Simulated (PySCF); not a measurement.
# Cs⁵¹⁺ (caesium, charge +51): Hartree-Fock from Schrödinger to Dirac-Coulomb-Breit

Occupied: 1s1/2, 2s1/2. Hartree-Fock calculated with PySCF 2.14 in an uncontracted even-tempered set (19 s from 9.9 bohr⁻², ratio 2.3; 15 p from 12 bohr⁻², ratio 2.3), Gaussian nucleus throughout. NR is non-relativistic, sf-X2C the spin-free one-electron X2C Hamiltonian, X2C adds the bare one-electron spin-orbit term, X2C-SNSO screens it by Boettger's factors, DC is four-component Dirac-Coulomb, and the Gaunt and Breit terms are added at first order (total energies over the DC spinors, levels after relaxing the spinors in that mean field). QED terms are absent. Levels marked empty are virtual spinors of this ion.

| Hamiltonian | E (hartree) | E − E(DC) (hartree) | CPU seconds |
| --- | --- | --- | --- |
| NR | -3695.5361 | 168.0908 | 0.35 |
| sf-X2C | -3862.2515 | 1.3754 | 0.22 |
| X2C | -3862.2515 | 1.3754 | 0.22 |
| X2C-SNSO | -3862.2515 | 1.3754 | 0.21 |
| DC | -3863.6269 | 0.0000 | 3.6 |
| DC+Gaunt | -3860.7981 | 2.8288 | 6 |
| DC+Breit | -3860.8563 | 2.7706 | 51 |

**Question.** Give the 2p spin-orbit interval with each Hamiltonian that has one.

**Answer.** X2C 410.6; X2C-SNSO 394.8; DC 397.6; DC+Gaunt 391.3; DC+Breit 391.3 (eV).

| level (eV) | NR | sf-X2C | X2C | X2C-SNSO | DC | DC+Gaunt | DC+Breit |
| --- | --- | --- | --- | --- | --- | --- | --- |
| 1s1/2 | -39645.6 | -41311.0 | -41311.0 | -41311.0 | -41344.2 | -41276.3 | -41277.0 |
| 2s1/2 | -9481.3 | -9984.4 | -9984.4 | -9984.4 | -9988.0 | -9980.2 | -9981.0 |
| 2p1/2 (empty) | -9170.7 | -9362.0 | -9647.4 | -9636.0 | -9639.5 | -9625.1 | -9627.1 |
| 2p3/2 (empty) | -9170.7 | -9362.0 | -9236.8 | -9241.2 | -9241.9 | -9233.8 | -9235.8 |
| 3s1/2 (empty) | -4054.6 | -4223.3 | -4223.3 | -4223.3 | -4224.3 | -4222.1 | -4222.4 |

Weight of the small component: 1s1/2 0.0415, 2s1/2 0.00992, 2p1/2 0.00978, 2p3/2 0.00935, 3s1/2 0.00417.

Koopmans' value for the highest occupied level at DC+Breit: 9981.0 eV, against an ionisation energy of 9974 ± 4 eV (theoretical estimate listed by NIST; NIST Atomic Spectra Database, ionization energies); the former lacks relaxation, correlation, QED and recoil.

The whole ladder took 63 s of wall time on 1 thread of Neoverse-V2 (shared host), launched as `OMP_NUM_THREADS=1 python relrun2.py TASK.json OUT` (a driver that calls PySCF for each Hamiltonian).

Dirac-Coulomb iterations, started from the X2C spinors:

```
with_ssss True, with_gaunt False, with_breit False
light speed = 137.03599967994
init E= -3842.24576816695
cycle= 1 E= -3863.62682541268  delta_E= -21.4  |g|= 1.23  |ddm|= 0.0695
cycle= 2 E= -3863.62691000499  delta_E= -8.46e-05  |g|= 0.00276  |ddm|= 0.00055
cycle= 3 E= -3863.62691000644  delta_E= -1.45e-09  |g|= 6.82e-06  |ddm|= 8.13e-06
```
